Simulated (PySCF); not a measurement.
**Induced dipoles and field energies**

Compound: C3H7AlN2O.
Geometry (GFN2-xTB, Å), atoms numbered from 1 in this order:
```
atom  x, y, z in Å
N1    -1.462    0.301    0.399
C2    -1.517   -0.987    0.050
O3    -2.349   -1.777    0.404
C4    -0.401   -1.429   -0.961
C5     0.818   -0.791   -0.648
N6     1.750   -0.202   -0.315
Al7    1.818    1.579    0.590
H8    -0.706    0.929    0.151
H9    -2.133    0.630    1.076
H10   -0.730   -1.146   -1.965
H11   -0.313   -2.517   -0.910
H12    1.171    1.110    1.947
H13    0.750    2.283   -0.370
H14    3.303    2.017    0.521
```

Level: B3LYP/def2-SVPD (PySCF); nuclei fixed, core orbitals frozen in the response. Permanent dipole (-1.424, -1.841, -2.736) D (1 au = 2.5417 D). Static polarisability (au):

```
x   97.03 18.21 -0.72
y   18.21 88.49  6.54
z   -0.72  6.54 71.85
```

Only the terms in μ and α are kept: μ(F) = μ + αF and ΔE = −μ·F − ½ F·αF.

Problem. What do fields of 0.514 V/Å (0.01 au) along the six axis directions do?

Solution. 
| field along | induced x (D) | induced y (D) | induced z (D) | total size (D) | −μ·F (kJ/mol) | −½F·αF (kJ/mol) |
| --- | --- | --- | --- | --- | --- | --- |
| +x | 2.466 | 0.463 | -0.018 | 3.251 | +14.709 | -12.738 |
| −x | -2.466 | -0.463 | 0.018 | 5.275 | -14.709 | -12.738 |
| +y | 0.463 | 2.249 | 0.166 | 2.774 | +19.017 | -11.617 |
| −y | -0.463 | -2.249 | -0.166 | 5.358 | -19.017 | -11.617 |
| +z | -0.018 | 0.166 | 1.826 | 2.390 | +28.262 | -9.432 |
| −z | 0.018 | -0.166 | -1.826 | 5.179 | -28.262 | -9.432 |

Problem. For the field (0.0100, 0.0010, 0.0000) au, what is the induced dipole, and what angle does it make with the field?

Solution. αF = (2.513, 0.688, -0.002) D, at 9.6° to the field. The polarisability along this direction, F·αF/F², is 100.55 au, against a mean of 85.79 au.

Problem. Which field along μ doubles the dipole in that direction (linear response)?

Solution. The polarisability along the dipole is 92.25 au, so F = 1.4132 au / 92.25 au = 0.0153 au = 0.79 V/Å; higher-order terms are ignored.

Problem. What field makes μF equal to kT at 100 K?

Solution. kT = 0.3167 × 10⁻³ Eh, so F = 0.000224 au = 1.15 MV/cm.

Problem. A unit point charge sits 11 Å away. Estimate the induction energy −αe²/2R⁴ with the mean polarisability, treating the molecule as a point.

Solution. R = 20.79 bohr, so the energy is −85.8/(2 × 20.79⁴) Eh = -0.603 kJ/mol. The charge–dipole term at its most favourable orientation, −μe/R², is -8.59 kJ/mol.

One conformer (not necessarily the lowest) at the GFN2-xTB geometry, without solvent, vibrations or thermal averaging.

These values come from a run that also computed excited states. On Intel Xeon at 2.70 GHz, one thread (shared host), this took 65 s (with the writing of density and orbital grids) and 0.82 GiB of memory at its peak.
